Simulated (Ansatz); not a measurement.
Cartesian coordinates in Å:
```
C 1.6398 -0.6921 -1.4639
C 1.4118 0.7219 -1.9614
C 0.3401 0.7593 -3.0421
N 1.0774 1.6124 -0.8597
Hf 0.7039 1.5937 1.1178
Cl -0.9977 3.2032 1.4983
Cl 2.6981 2.0917 2.2883
N 0.2293 -0.2781 1.6769
C -0.9221 -1.1342 1.4372
C -1.9549 -0.3859 0.6134
C -1.5188 -1.6372 2.7424
H 0.7273 -1.1041 -1.0262
H 2.4235 -0.7211 -0.7032
H 1.9435 -1.3386 -2.2897
H 2.3540 1.0698 -2.4095
H 0.1822 1.7781 -3.4050
H -0.6113 0.3916 -2.6483
H 0.6232 0.1383 -3.8960
H 1.0100 2.5659 -1.2137
H 0.9156 -0.7499 2.2586
H -0.5949 -2.0088 0.8539
H -1.5268 -0.0208 -0.3257
H -2.7958 -1.0349 0.3623
H -2.3470 0.4712 1.1691
H -1.8782 -0.7972 3.3423
H -0.7752 -2.1813 3.3306
H -2.3569 -2.3130 2.5534
```

Total charge 0; spin multiplicity 1. Hf takes the def2 core potential.

Problem. List the r2SCAN/def2-TZVPP orbital energies in eV (the Gaussian-basis code of Ansatz). (Estimate.)

Solution. The calculation gave: Occupied: -2752.70, -2752.69, -384.99, -384.95, -274.31, -274.20, -273.05, -272.94, -272.91, -272.90, -254.10, -254.09, -192.57, -192.56, -192.54, -192.52, -192.52, -192.52, -65.94, -34.97, -34.91, -34.82, -23.16, -23.01, -20.41, -20.25, -19.63, -19.55, -18.15, -18.04, -15.05, -14.92, -12.81, -12.73, -11.70, -11.53, -11.22, -11.09, -10.03, -9.95, -9.75, -9.61, -9.49, -9.26, -9.15, -9.00, -8.94, -8.80, -8.42, -8.34, -8.19, -8.10, -7.90, -7.82, -6.31, -5.94. Lowest empty: -1.54, -1.02, -0.59, -0.12, -0.04, 0.14, 0.98, 1.22.
